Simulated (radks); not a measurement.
Problem. Tl V, configuration [Xe] 4f14 5d9 (the NIST ground configuration). Method: scalar-relativistic Kohn-Sham, SCAN, spin-polarised, spherical densities, finite nucleus; open shells are filled with parallel spins first (spin-orbit coupling, left out, can overturn this in heavy ions); meta-GGA in the generalised Kohn-Sham scheme; Fermi nuclear charge, rms radius 5.4759 fm; computed with a radial shooting solver on a logarithmic mesh with Libxc functionals. Some entries of the table are withheld. Estimate them.

| orbital | occ. | eigenvalue (hartree) | <r> (bohr) | <1/r> (bohr^-1) |
|---|---|---|---|---|
| 1s up | 1 | -3150.528 | 0.01632 | 99.39 |
| 1s down | 1 | -3150.528 | 0.01632 | 99.39 |
| 2s up | 1 | -563.4571 | 0.06873 | 23.36 |
| 2s down | 1 | -563.4545 | 0.06873 | 23.36 |
| 2p up | 3 | -484.8331 | 0.06234 | 20.60 |
| 2p down | 3 | -484.8305 | 0.06234 | 20.60 |
| 3s up | 1 | -136.2797 | 0.1774 | 8.663 |
| 3s down | 1 | -136.2785 | 0.1774 | 8.663 |
| 3p up | 3 | -113.5240 | 0.1792 | 7.855 |
| 3p down | 3 | -113.5225 | 0.1792 | 7.855 |
| 3d up | 5 | -89.86974 | 0.1625 | 7.370 |
| 3d down | 5 | -89.86706 | 0.1625 | 7.370 |
| 4s up | 1 | -31.98680 | 0.3914 | 3.718 |
| 4s down | 1 | -31.98180 | 0.3915 | 3.717 |
| 4p up | 3 | -24.49345 | 0.4171 | 3.351 |
| 4p down | 3 | -24.48903 | 0.4171 | 3.351 |
| 4d up | 5 | -15.66856 | 0.4396 | 3.009 |
| 4d down | 5 | -15.66354 | 0.4396 | 3.009 |
| 5s up | 1 | (1) | 0.8784 | 1.544 |
| 5s down | 1 | (2) | 0.8768 | 1.548 |
| 4f up | 7 | -5.94239 | 0.4675 | 2.605 |
| 4f down | 7 | -5.93618 | 0.4671 | 2.606 |
| 5p up | 3 | (3) | 1.001 | (4) |
| 5p down | 3 | (5) | 0.9996 | (6) |
| 5d up | 5 | -2.21584 | 1.290 | 1.008 |
| 5d down | 4 | -2.17831 | 1.294 | 1.006 |

Solution. 
(1) 5s up eigenvalue (hartree): -6.61335
(2) 5s down eigenvalue (hartree): -6.57974
(3) 5p up eigenvalue (hartree): -4.56550
(4) 5p up <1/r> (bohr^-1): 1.326
(5) 5p down eigenvalue (hartree): -4.52625
(6) 5p down <1/r> (bohr^-1): 1.329
